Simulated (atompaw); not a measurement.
u(r) = r·R(r): atom against pseudo-atom (nitrogen)

Columns: radius, all-electron u(r) and pseudo u(r) of the 2s shell (level -18.40 eV) of nitrogen in the configuration [He] 2s2 2p3; LDA (PW92), non-relativistic, PAW (atompaw) scheme, atompaw 4.2.0.5.

```tsv
r (bohr)	all-electron	pseudo
0.079	0.3576	-0.0950
0.158	0.3634	-0.1900
0.237	0.2149	-0.2850
0.315	0.0147	-0.3780
0.394	-0.1922	-0.4704
0.473	-0.3793	-0.5592
0.552	-0.5365	-0.6421
0.631	-0.6613	-0.7165
0.710	-0.7550	-0.7798
0.788	-0.8200	-0.8292
0.867	-0.8620	-0.8644
0.946	-0.8839	-0.8843
1.025	-0.8896	-0.8896
1.104	-0.8823	-0.8823
1.183	-0.8651	-0.8651
1.262	-0.8403	-0.8403
1.340	-0.8105	-0.8105
1.419	-0.7765	-0.7765
1.498	-0.7400	-0.7400
1.577	-0.7020	-0.7020
1.656	-0.6635	-0.6635
1.735	-0.6251	-0.6251
1.813	-0.5877	-0.5877
1.892	-0.5507	-0.5507
1.971	-0.5150	-0.5150
2.050	-0.4806	-0.4806
```

Q: How many radial nodes do the two functions have?

A: The all-electron 2s function has n − l − 1 = 1; the pseudo-wave has 0, since the states of the same l below it are removed with the core.

Q: At about which radius was the pseudo-wave matched?

A: 1.10 bohr. The columns agree to 0.0005 from 0.95 bohr on; several derivatives are matched, so the curves merge somewhat inside the radius.

Q: Is the pseudo-wave norm-conserving?

A: No, it belongs to a PAW set: the norm inside the radius is not constrained, and the difference is carried by the augmentation charge.
